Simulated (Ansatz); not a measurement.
Species: H$_{3}$SiO, charge 0, doublet. H3SiO (SMILES O[SiH2], doublet).
B3LYP-D3(BJ)/def2-TZVP minimum from Ansatz (an electronic-structure program):
```
Si
O 1 1.6585
H 2 0.9610 1 118.01
H 1 1.4847 2 105.38 3 -170.62
H 1 1.4946 4 110.37 2 -119.93
```
Charge 0, spin multiplicity 2.

Total energies in cc-pV(T+d)Z, 13 correlated electrons, 6 frozen orbitals. Open shells are spin-unrestricted; no spin-orbit coupling. Cores are frozen in correlated methods. No relativity.

```
method    program  energy (Eh)  minus CCSDT(Q) (mEh)
--------  -------  -----------  --------------------
HF         Ansatz   -365.58688                384.88
MP2        Ansatz   -365.93793                 33.83
CCSD       Ansatz   -365.95834                 13.42
CCSD(T)    Ansatz   -365.97059                  1.17
CCSDT(Q)   Ansatz   -365.97176                  0.00
```

Rough core times of Ansatz's runs on a shared machine: CCSD(T) 20 s, CCSDT(Q) 2 h.
